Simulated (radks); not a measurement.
Task: These are the eigenvalues of the occupied orbitals of an atom or ion with whole-number occupations (hartree). Calculated with a radial shooting solver on a logarithmic mesh with Libxc functionals: Dirac Kohn-Sham, BLYP, spin-unpolarised, spherical densities, finite nucleus; Fermi nuclear charge, rms radius of each element as measured or else 0.836 A^(1/3) + 0.57 fm.

| orbital | eigenvalue |
|---|---|
| 1s1/2 | -1027.321 |

Which element is it, and in what charge state? The configuration may be excited. Open shells, if any, fill j = l - 1/2 first.

Result: Z = 45, rhodium, charge +44: Rh44+ in 1s1. The 1s level, -1027.3 hartree, gives Z - s = 45.3 by -(Z - s)^2/2, which with screening and relativity narrows Z to a few neighbours, and the depths must fix Z and the occupations together.
